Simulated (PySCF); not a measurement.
# Dipole response of Ti²⁺ (titanium, charge +2)

[Ar] 3d1 4s1, high-spin 3D determinant (an excited configuration). Computed with PySCF 2.14 in aug-cc-pVTZ with one added diffuse shell each of s, p, d, f, g type (9s8p6d4f3g, 118 functions), with no relativity, point nucleus. Coupled (time-dependent) response in atomic units; α is the mean over directions.

```tsv
method	mean α (bohr³)	α xx, yy, zz	C₆ (like pair)	S(−4)
B97-3	29.65	28.89, 28.89, 31.15	138.6	841.1
```

S(−4) is the Cauchy moment in α(ω) = α(0) + S(−4) ω² + …

α(iu) at B97-3:

| u (hartree) | α(iu) (bohr³) |
| --- | --- |
| 0 | 29.65 |
| 0.0500 | 27.70 |
| 0.100 | 23.23 |
| 0.200 | 14.61 |
| 0.300 | 9.572 |
| 0.500 | 5.280 |
| 0.750 | 3.355 |
| 1.00 | 2.469 |
| 1.50 | 1.582 |
| 2.00 | 1.114 |
| 3.00 | 0.6341 |
| 5.00 | 0.2807 |

For an ion, C₆ is the dispersion term alone; charge-induced terms of lower order in 1/R come first.

The components differ because the open shell of this determinant is not spherical; for a pure term their mean is the scalar polarisability.
